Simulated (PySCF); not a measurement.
# Computed records: BFH$_{2}$NSi

All values are calculated (PySCF 2.14.0). Calculation on a computer-drawn molecule: optimised geometry and harmonic frequencies of an isolated molecule of the commonest isotopes, restricted reference for singlets and unrestricted otherwise, frozen core in MP2.

### BFH$_{2}$NSi

Start structure:
```xyz
6
BFH2NSi
F     -1.6039    -2.3569     0.7726
B     -1.6379    -1.9081    -0.5173
N     -1.6365    -1.3312    -1.6267
Si    -1.8110    -0.6462    -3.2577
H     -0.6198    -1.4176    -3.8789
H     -2.9334    -1.3925    -3.8607
```

Here we set charge -1, multiplicity 1, method HF and basis aug-cc-pV(D+d)Z.

It finds rotational constants 110.9, 2.071, 2.065 GHz; total energy -468.7423 hartree; convergence status largest gradient component 1.044e-05 hartree/bohr.

Drawn bonds:
```
atom  other atom  order
   1           2      1
   2           3      2
   3           4      1
   4           5      1
   4           6      1
```

Optimised structure:
```xyz
6
BFH2NSi
F     -1.5979    -2.3317     0.7754
B     -1.6467    -1.8754    -0.4653
N     -1.6921    -1.4503    -1.6187
Si    -1.7585    -0.6019    -3.2417
H     -0.6382    -1.3845    -3.9493
H     -2.9090    -1.4088    -3.8691
```

Modes:
```
frequency (cm⁻¹)  reduced mass (dalton)
           126.3                  5.741
           141.8                  8.238
           449.7                   15.3
           526.8                  10.74
           538.7                  10.38
           815.3                  1.108
           853.3                  1.156
            1021                  1.051
            1072                  13.31
            1934                  1.047
            1960                  1.037
            2204                  11.49
```
